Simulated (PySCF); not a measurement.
H₃OSi, SMILES [OH+]=[SiH2], charge +1. Coordinates come from a B3LYP-D3(BJ)/def2-TZVP optimisation. The isomer is the one that the SMILES or the coordinates give; other isomers of the formula were not compared.

### Question
Give the equilibrium geometry at B3LYP-D3(BJ)/def2-TZVP (PySCF confirms it by a frequency run) as bond lengths and angles, and its point group. (The exact figures need the calculation; the answer reports its results.)

### Answer
point group Cs.
Atoms: O1 Si2 H3 H4 H5. Bonds (Å): O1–Si2 1.569, O1–H3 0.968, Si2–H4 1.466, Si2–H5 1.461. Bond angles (°): Si2–O1–H3 130.6, O1–Si2–H4 121.0, O1–Si2–H5 113.9, H4–Si2–H5 125.2.
Charge +1, spin multiplicity 1.
